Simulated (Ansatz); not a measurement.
Start from `C[SiH](F)S[SiH3]` and change one atom or group to get `CO[SiH](C)F`.

Ansatz, PBE0-D4/def2-TZVP geometries, multiplicity 1. Each molecule was computed in one conformer, which needn't be the lowest.

```
                                      property  `C[SiH](F)S[SiH3]`
           HOMO energy (B3LYP/def2-TZVPP) / eV               -7.38
           HOMO–LUMO gap (PBE/def2-TZVPP) / eV                5.51
            LUMO energy (PBE0/def2-TZVPP) / eV               -0.03
         HOMO–LUMO gap (B3LYP/def2-TZVPP) / eV                7.15
            HOMO energy (PBE0/def2-TZVPP) / eV               -7.63
zero-point energy (PBE0-D4/def2-TZVP) / kJ/mol               200.2
```

Task: Give the same properties after the change, and the shifts. (Best estimate.)

Result: Computed: 
```json
{"property": "HOMO energy (B3LYP/def2-TZVPP) / eV", "`CO[SiH](C)F`": "-8.29", "shift": "-0.91"}
{"property": "HOMO–LUMO gap (PBE/def2-TZVPP) / eV", "`CO[SiH](C)F`": "7.32", "shift": "1.81"}
{"property": "LUMO energy (PBE0/def2-TZVPP) / eV", "`CO[SiH](C)F`": "1.20", "shift": "1.23"}
{"property": "HOMO–LUMO gap (B3LYP/def2-TZVPP) / eV", "`CO[SiH](C)F`": "9.19", "shift": "2.04"}
{"property": "HOMO energy (PBE0/def2-TZVPP) / eV", "`CO[SiH](C)F`": "-8.52", "shift": "-0.89"}
{"property": "zero-point energy (PBE0-D4/def2-TZVP) / kJ/mol", "`CO[SiH](C)F`": "239.5", "shift": "39.3"}
```

With PBE0 the HOMO falls by 0.89 eV and the LUMO rises by 1.23 eV, so the gap widens by about 2.12 eV. PBE moves the HOMO by -0.53 eV and ωB97M-V by -1.11 eV.

Positive LUMOs are unbound, so they and the gaps depend on the basis.

B3LYP here is the variant with VWN-RPA as its local correlation; programs differ in this.
